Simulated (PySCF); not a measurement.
C2H9BGeO2.
Atom-mapped SMILES: `[CH3:1][O:2][B:3]([GeH3:4])[O:5][CH3:6]` (hydrogens: H7, H8, H9 on C1; H10, H11, H12 on Ge4; H13, H14, H15 on C6)

Cartesian coordinates in Å at the PBE0-D3(BJ)/def2-SVP level; atoms count from 1:
```xyz
15
C2H9BGeO2 angstrom
C      2.5262   -0.2971   -0.2621
O      1.5324    0.7018   -0.2754
B      0.2199    0.4155   -0.1255
Ge    -1.0865    2.0372   -0.1809
O     -0.1532   -0.8780    0.0427
C     -1.4744   -1.3208    0.1814
H      3.3772    0.0564   -0.8614
H      2.1566   -1.2483   -0.6737
H      2.8759   -0.4768    0.7675
H     -2.1304    1.9167   -1.3145
H     -0.3224    3.3560   -0.3944
H     -1.9045    2.1796    1.1230
H     -2.2004   -0.4905    0.1666
H     -1.7221   -2.0123   -0.6389
H     -1.5846   -1.8611    1.1344
```

Computed with TDDFT CAM-B3LYP/def2-SVPD, vertical, gas phase, core orbitals frozen in the response (PySCF 2.14.0, density-fitted response routines). Relativistic effects, spin–orbit coupling among them, are left out although an element past zinc is present.

Task: List the vertical singlet excitations with oscillator strengths and describe the spectrum.

Result: 

| state | E (eV) | λ (nm) | ν̃ (cm⁻¹) | f | \|μ\| (D) | main configurations (H = HOMO, L = LUMO) |
| --- | --- | --- | --- | --- | --- | --- |
| S1 | 6.74 | 184.1 | 54330 | 0.021 | 0.91 | H→L+1 (94%) |
| S2 | 7.35 | 168.8 | 59250 | 0.055 | 1.41 | H→L (93%) |
| S3 | 7.84 | 158.2 | 63220 | 0.081 | 1.65 | H-1→L+1 (65%), H→L+3 (10%), H-1→L (9%) |
| S4 | 7.90 | 156.9 | 63750 | 0.0042 | 0.38 | H-1→L (74%), H-1→L+2 (9%) |
| S5 | 8.01 | 154.7 | 64620 | 0.074 | 1.56 | H→L+3 (44%), H-1→L+1 (22%), H→L+4 (12%) |
| S6 | 8.18 | 151.6 | 65980 | 0.0004 | 0.12 | H-3/H-2→L+1 (≥76%), H-4→L+1 (14%) |

The lowest singlet comes at 184 nm (650 kJ/mol) in the vacuum ultraviolet; it is weak; its leading configuration is HOMO→LUMO+1 (94%). The most intense listed level is S3 at 7.84 eV (158 nm, f = 0.081), 1.10 eV above S1. Löwdin shares by element: HOMO germanium 30%, oxygen 27%, boron 21% (atoms not listed hold the other 21%); LUMO boron 33%, germanium 23%, carbon 12% (atoms not listed hold the other 31%). The oscillator strengths of these states sum to 0.237; summed over the whole spectrum of an exact calculation they would give the number of electrons, 74 (Thomas–Reiche–Kuhn). Of the 6 states listed, 4 reach f = 0.01 and 1 stays under 0.0005. Orbital energies (eV): HOMO-3 -10.51, HOMO-2 -10.50, HOMO-1 -9.93, HOMO -9.28, LUMO 0.84, LUMO+1 1.09, LUMO+2 1.48. Orbitals of the list HOMO-3 to LUMO+2 that lie within 0.01 eV of each other are written together with a slash and their weights summed (≥ marks a lower bound); for degenerate orbitals outside that list single weights are arbitrary. Only the lowest 6 singlets were computed, as vertical energies without vibronic structure.

One conformer stands for the species.
